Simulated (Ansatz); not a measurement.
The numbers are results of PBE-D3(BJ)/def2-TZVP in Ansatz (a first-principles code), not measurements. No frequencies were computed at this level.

Ansatz 0.2 input:
```yaml
crystal:
  periodic: [false, false, false]
  atoms:
    - { symbol: O, position_ang: [-1.781431, -0.012017, -0.015918] }
    - { symbol: C, position_ang: [-0.630689, -0.258747, -0.029064] }
    - { symbol: S, position_ang: [0.793139, 0.663692, 0.068034] }
    - { symbol: H, position_ang: [1.61898, -0.392928, -0.02305] }
basis:
  gaussian: { orbitals: def2-tzvp }
hamiltonian:
  xc: pbe
  dispersion: d3bj
relax:
  max_steps: 150
magnetization:
  spin_polarized: true
  initial_magnetization: 1
```

Output:

```
Functional definition: PBE
636 factors; their error is unknown
mean field evaluation 1: about -13922.0679 eV, gradient 3.8e1 eV
mean field evaluation 2: about -13862.4614 eV, gradient 1.1e2 eV
mean field evaluation 4: about -13926.4337 eV, gradient 1.9e1 eV
mean field evaluation 8: about -13927.8615 eV, gradient 1.6e-1 eV
mean field evaluation 16: about -13927.8551 eV, gradient 1.1e-4 eV
mean field -13927.85505611 eV, -511.8392326726 hartree, gradient 3.7e-5 eV, S^2 0.752762; 0 other end points of the search recorded, 0 dependent functions left out
reference -13927.85508268 eV, -511.8392336491 hartree; 16, 15 occupied and 89, 90 virtual orbitals, 636 factors
relax step   1: F+E_penalty+E_count = -13927.91585915 eV  Δ(F+E_penalty+E_count) = +0.000e0 eV  max|allowed force component| = 1.448e0 eV/Å  Δτ_max = 0.0000 Å  (30 SCF iters, accepted)
these checks for a lower state are left out or cut short: starts, cluster_reference, orbital_swaps, neighbouring_geometries, increment
636 factors; their error is unknown
mean field -13927.89396007 eV, -511.8406623669 hartree, gradient 2.1e-5 eV, S^2 0.752815; 0 other end points of the search recorded, 0 dependent functions left out
reference -13927.89398669 eV, -511.8406633451 hartree; 16, 15 occupied and 89, 90 virtual orbitals, 636 factors
relax step   2: F+E_penalty+E_count = -13927.95466690 eV  Δ(F+E_penalty+E_count) = -3.881e-2 eV  max|allowed force component| = 8.866e-1 eV/Å  Δτ_max = 0.0140 Å  (32 SCF iters, accepted)
these checks for a lower state are left out or cut short: starts, cluster_reference, orbital_swaps, neighbouring_geometries, increment
636 factors; their error is unknown
mean field evaluation 32: about -13927.9307 eV, gradient 1.6e-5 eV
mean field -13927.93071013 eV, -511.8420129068 hartree, gradient 1.6e-5 eV, S^2 0.752957; 0 other end points of the search recorded, 0 dependent functions left out
reference -13927.93073675 eV, -511.8420138850 hartree; 16, 15 occupied and 89, 90 virtual orbitals, 636 factors
relax step   3: F+E_penalty+E_count = -13927.99124241 eV  Δ(F+E_penalty+E_count) = -3.658e-2 eV  max|allowed force component| = 6.076e-1 eV/Å  Δτ_max = 0.0390 Å  (33 SCF iters, accepted)
these checks for a lower state are left out or cut short: starts, cluster_reference, orbital_swaps, neighbouring_geometries, increment
636 factors; their error is unknown
mean field -13927.93403427 eV, -511.8421350665 hartree, gradient 1.1e-5 eV, S^2 0.753027; 0 other end points of the search recorded, 0 dependent functions left out
reference -13927.93406079 eV, -511.8421360412 hartree; 16, 15 occupied and 89, 90 virtual orbitals, 636 factors
relax step   4: F+E_penalty+E_count = -13927.99451890 eV  Δ(F+E_penalty+E_count) = -3.276e-3 eV  max|allowed force component| = 3.362e-1 eV/Å  Δτ_max = 0.0228 Å  (34 SCF iters, accepted)
these checks for a lower state are left out or cut short: starts, cluster_reference, orbital_swaps, neighbouring_geometries, increment
636 factors; their error is unknown
mean field -13927.93505917 eV, -511.8421727312 hartree, gradient 1.5e-5 eV, S^2 0.753008; 0 other end points of the search recorded, 0 dependent functions left out
reference -13927.93508573 eV, -511.8421737071 hartree; 16, 15 occupied and 89, 90 virtual orbitals, 636 factors
relax step   5: F+E_penalty+E_count = -13927.99558537 eV  Δ(F+E_penalty+E_count) = -1.066e-3 eV  max|allowed force component| = 2.552e-2 eV/Å  Δτ_max = 0.0088 Å  (33 SCF iters, accepted)
these checks for a lower state are left out or cut short: starts, cluster_reference, orbital_swaps, neighbouring_geometries, increment
636 factors; their error is unknown
mean field -13927.93510109 eV, -511.8421742715 hartree, gradient 2.6e-5 eV, S^2 0.753010; 0 other end points of the search recorded, 0 dependent functions left out
reference -13927.93512766 eV, -511.8421752479 hartree; 16, 15 occupied and 89, 90 virtual orbitals, 636 factors
relax step   6: F+E_penalty+E_count = -13927.99562601 eV  Δ(F+E_penalty+E_count) = -4.065e-5 eV  max|allowed force component| = 1.017e-2 eV/Å  Δτ_max = 0.0017 Å  (25 SCF iters, accepted)
these checks for a lower state are left out or cut short: starts, cluster_reference, orbital_swaps, neighbouring_geometries, increment
636 factors; their error is unknown
mean field -13927.93510554 eV, -511.8421744351 hartree, gradient 7.3e-5 eV, S^2 0.753011; 0 other end points of the search recorded, 0 dependent functions left out
reference -13927.93513211 eV, -511.8421754117 hartree; 16, 15 occupied and 89, 90 virtual orbitals, 636 factors
relax step   7: F+E_penalty+E_count = -13927.99562973 eV  Δ(F+E_penalty+E_count) = -3.716e-6 eV  max|allowed force component| = 7.169e-4 eV/Å  Δτ_max = 0.0005 Å  (23 SCF iters, accepted)
636 factors; their error is unknown
mean field evaluation 64: about -13927.9365 eV, gradient 1.1e0 eV
mean field -13927.93510554 eV, -511.8421744351 hartree, gradient 7.3e-5 eV, S^2 0.753011; 1 other end points of the search recorded, 0 dependent functions left out
reference -13927.93513211 eV, -511.8421754117 hartree; 16, 15 occupied and 89, 90 virtual orbitals, 636 factors
Total energy: -13927.99565630 eV, -511.8443996345 hartree
Atom 0 at    -1.793603     0.017806    -0.013183 Å, force    -0.000481    -0.000365    -0.000025 eV/Å
Atom 1 at    -0.660392    -0.320052    -0.035092 Å, force    -0.000143     0.000333     0.000011 eV/Å
Atom 2 at     0.817102     0.686857     0.070365 Å, force     0.000095     0.000717     0.000063 eV/Å
Atom 3 at     1.636893    -0.384611    -0.022087 Å, force     0.000529    -0.000685    -0.000050 eV/Å
Dipole moment:     0.417037    -0.053273    -0.001485 e Å
```

Cost: around 18 core-seconds (rough).
